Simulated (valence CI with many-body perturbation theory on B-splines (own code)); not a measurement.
# E1 line list for Lu63+

Method: relativistic CI+MBPT: six valence electrons over a frozen Dirac-Fock core [He], a basis of 9 s, 9 p, 8 d, 6 f, 3 g, 1 h functions for each j, with the one-electron correlation potential Σ1 (screened to all orders), the two-electron term Σ2, the three-electron term Σ3, Breit, model QED; selected single and double excitations, second order for the rest, scaled by the run's own slope (own B-spline code, finite nucleus).

No measured spectrum was set against this ion. As an estimate, large intervals hold to a few tenths of a per cent, small ones and those within an open d or f shell to about a per cent. Among the levels kept, up to 2200 cm⁻¹ of a level comes from second order outside the variational space, and about a tenth of that is noise between levels of different J, which matters for small intervals.

Lines 1 to 50 of 197 in falling wavelength, among levels below 77621 × 10³ cm⁻¹, chosen from the strongest by gf and those to the six lowest levels. Wavelengths and rates use the calculated energies. Electric multipoles are in the length gauge with retardation, E1 and E2 with the static RPA response of the core. Weak lines are less certain than strong ones. Lines between different terms over intervals too small for the method are left out, as are lines whose strength nearly cancels. The highest levels of a list are the least certain.

Levels are named by their leading jj configuration (3d3/2^4 stands for four electrons in 3d with j = 3/2), which in mixed levels can hold well under half, so a name can repeat and another be missing. Letters in brackets count levels of one name in rising energy.

```tsv
λ vac (Å)	Upper	Lower	A (s⁻¹)	S (a.u.)
132.1	(2s 2p1/2^2 2p3/2^2 3p1/2) J=2	(2s 2p1/2^2 2p3/2^2 3s) J=2 [a]	1.73e+09	9.84e-03
130.2	(2s^2 2p1/2 2p3/2^2 3p1/2) J=2 [a]	(2s^2 2p1/2 2p3/2^2 3s) J=3	1.53e+09	8.32e-03
130.1	(2s 2p1/2^2 2p3/2^2 3p1/2) J=3	(2s 2p1/2^2 2p3/2^2 3s) J=2 [a]	4.87e+09	3.71e-02
119.4	(2s^2 2p1/2 2p3/2^2 3p1/2) J=3	(2s^2 2p1/2 2p3/2^2 3s) J=2 [b]	6.42e+09	3.78e-02
116.0	(2s^2 2p1/2 2p3/2^2 3p1/2) J=1 [b]	(2s^2 2p1/2 2p3/2^2 3s) J=1 [b]	8.53e+09	1.97e-02
115.7	(2s^2 2p1/2^2 2p3/2 3p1/2) J=2	(2s^2 2p1/2^2 2p3/2 3s) J=1	6.47e+09	2.48e-02
114.8	(2s^2 2p1/2 2p3/2^2 3p1/2) J=2 [a]	(2s^2 2p1/2 2p3/2^2 3s) J=1 [a]	5.11e+09	1.91e-02
112.4	(2s^2 2p1/2 2p3/2^2 3p1/2) J=1 [b]	(2s^2 2p1/2 2p3/2^2 3s) J=0	4.77e+09	1.00e-02
111.1	(2s^2 2p1/2 2p3/2^2 3p1/2) J=1 [a]	(2s^2 2p1/2 2p3/2^2 3s) J=2 [a]	1.21e+10	2.45e-02
110.6	(2s^2 2p1/2 2p3/2^2 3p1/2) J=3	(2s^2 2p1/2 2p3/2^2 3s) J=3	6.69e+09	3.13e-02
108.6	(2s^2 2p1/2^2 2p3/2 3p1/2) J=1	(2s^2 2p1/2^2 2p3/2 3s) J=2	1.33e+10	2.51e-02
107.1	(2s^2 2p1/2^2 2p3/2 3p1/2) J=2	(2s^2 2p1/2^2 2p3/2 3s) J=2	8.76e+09	2.66e-02
103.7	(2s^2 2p1/2 2p3/2^2 3p1/2) J=2 [a]	(2s^2 2p1/2 2p3/2^2 3s) J=2 [a]	7.76e+09	2.13e-02
100.9	(2s 2p1/2^2 2p3/2^2 3p1/2) J=2	(2s 2p1/2^2 2p3/2^2 3s) J=3	1.58e+10	4.02e-02
100.8	(2s^2 2p1/2^2 2p3/2 3d3/2) J=3	(2s^2 2p1/2^2 2p3/2 3p3/2) J=3	3.04e+09	1.08e-02
99.77	(2s 2p1/2^2 2p3/2^2 3p1/2) J=3	(2s 2p1/2^2 2p3/2^2 3s) J=3	9.97e+09	3.42e-02
88.10	(2s^2 2p1/2 2p3/2^2 3p1/2) J=2 [b]	(2s^2 2p1/2 2p3/2^2 3s) J=2 [b]	6.43e+09	1.09e-02
83.22	(2s^2 2p1/2 2p3/2^2 3p1/2) J=2 [b]	(2s^2 2p1/2 2p3/2^2 3s) J=3	2.31e+10	3.29e-02
81.68	(2s^2 2p1/2 2p3/2^2 3p1/2) J=0	(2s^2 2p1/2 2p3/2^2 3s) J=1 [b]	4.12e+10	1.11e-02
76.64	(2s^2 2p1/2 2p3/2^2 3p1/2) J=2 [b]	(2s^2 2p1/2 2p3/2^2 3s) J=1 [a]	5.87e+09	6.52e-03
71.52	(2s^2 2p1/2 2p3/2^2 3p1/2) J=2 [b]	(2s^2 2p1/2 2p3/2^2 3s) J=2 [a]	5.44e+09	4.91e-03
67.34	(2s^2 2p1/2^2 2p3/2 3d5/2) J=2	(2s^2 2p1/2^2 2p3/2 3p3/2) J=2	2.21e+10	1.67e-02
66.49	(2s^2 2p1/2^2 2p3/2 3d5/2) J=1	(2s^2 2p1/2^2 2p3/2 3p3/2) J=0	3.27e+10	1.42e-02
62.17	(2s^2 2p1/2^2 2p3/2 3d5/2) J=3	(2s^2 2p1/2^2 2p3/2 3p3/2) J=2	6.52e+10	5.41e-02
61.78	(2s^2 2p1/2^2 2p3/2 3d5/2) J=4	(2s^2 2p1/2^2 2p3/2 3p3/2) J=3	8.00e+10	8.38e-02
58.64	(2s^2 2p1/2^2 2p3/2 3d5/2) J=2	(2s^2 2p1/2^2 2p3/2 3p3/2) J=1	5.67e+10	2.82e-02
54.58	(2s^2 2p1/2^2 2p3/2 3d5/2) J=3	(2s^2 2p1/2^2 2p3/2 3p3/2) J=3	1.85e+10	1.04e-02
51.96	(2s^2 2p1/2^2 2p3/2 3d5/2) J=1	(2s^2 2p1/2^2 2p3/2 3p3/2) J=1	6.12e+10	1.27e-02
39.62	(2s 2p1/2^2 2p3/2^2 3p1/2) J=3	(2s^2 2p1/2 2p3/2^2 3p1/2) J=3	1.21e+10	2.60e-03
37.75	(2s 2p1/2^2 2p3/2^2 3p1/2) J=2	(2s^2 2p1/2 2p3/2^2 3p1/2) J=2 [a]	1.75e+10	2.32e-03
36.85	(2s 2p1/2^2 2p3/2^2 3p1/2) J=2	(2s^2 2p1/2 2p3/2^2 3p1/2) J=1 [a]	2.71e+10	3.35e-03
34.09	(2s 2p1/2^2 2p3/2^3) J=2	(2s^2 2p1/2 2p3/2^3) J=2	3.64e+10	3.56e-03
32.43	(2s 2p1/2^2 2p3/2^3) J=2	(2s^2 2p1/2 2p3/2^3) J=1	4.46e+10	3.75e-03
31.87	(2s 2p1/2 2p3/2^4) J=1	(2s^2 2p3/2^4) J=0	5.29e+10	2.54e-03
30.72	(2s 2p1/2^2 2p3/2^2 3s) J=2 [b]	(2s^2 2p1/2 2p3/2^2 3s) J=2 [b]	2.39e+10	1.71e-03
29.95	(2s^2 2p1/2 2p3/2^2 3p3/2) J=3 [a]	(2s^2 2p1/2 2p3/2^2 3s) J=2 [b]	1.90e+10	1.76e-03
29.20	(2s 2p1/2^2 2p3/2^2 3s) J=2 [b]	(2s^2 2p1/2 2p3/2^2 3s) J=1 [a]	1.56e+11	9.56e-03
28.83	(2s^2 2p1/2 2p3/2^2 3p3/2) J=1 [b]	(2s^2 2p1/2 2p3/2^2 3s) J=0	5.93e+10	2.10e-03
28.72	(2s^2 2p1/2 2p3/2^2 3p3/2) J=2 [a]	(2s^2 2p1/2 2p3/2^2 3s) J=3	4.79e+10	2.80e-03
28.72	(2s^2 2p1/2 2p3/2^2 3p3/2) J=1 [a]	(2s^2 2p1/2 2p3/2^2 3s) J=2 [b]	5.13e+11	1.80e-02
28.55	(2s^2 2p1/2 2p3/2^2 3p3/2) J=0	(2s^2 2p1/2 2p3/2^2 3s) J=1 [a]	9.33e+11	1.07e-02
28.50	(2s^2 2p1/2 2p3/2^2 3p3/2) J=2 [b]	(2s^2 2p1/2 2p3/2^2 3s) J=1 [b]	2.34e+11	1.34e-02
28.43	(2s^2 2p1/2 2p3/2^2 3p3/2) J=3 [b]	(2s^2 2p1/2 2p3/2^2 3s) J=2 [b]	4.22e+11	3.35e-02
28.43	(2s 2p1/2^2 2p3/2^2 3s) J=2 [b]	(2s^2 2p1/2 2p3/2^2 3s) J=2 [a]	9.39e+10	5.32e-03
28.41	(2s^2 2p1/2^2 2p3/2 3p3/2) J=1	(2s^2 2p1/2^2 2p3/2 3s) J=1	7.87e+11	2.67e-02
28.00	(2s 2p1/2^2 2p3/2^3) J=1	(2s^2 2p1/2 2p3/2^3) J=2	1.05e+11	3.41e-03
27.95	(2s^2 2p1/2 2p3/2^2 3p3/2) J=4	(2s^2 2p1/2 2p3/2^2 3s) J=3	1.03e+12	9.96e-02
27.92	(2s^2 2p1/2^2 2p3/2 3d3/2) J=2	(2s^2 2p1/2^2 2p3/2 3p1/2) J=2	3.43e+11	1.84e-02
27.91	(2s^2 2p1/2 2p3/2^2 3p3/2) J=3 [b]	(2s^2 2p1/2 2p3/2^2 3s) J=3	5.81e+11	4.36e-02
27.90	(2s^2 2p1/2 2p3/2^2 3p3/2) J=2 [a]	(2s^2 2p1/2 2p3/2^2 3s) J=1 [a]	3.49e+11	1.87e-02
```
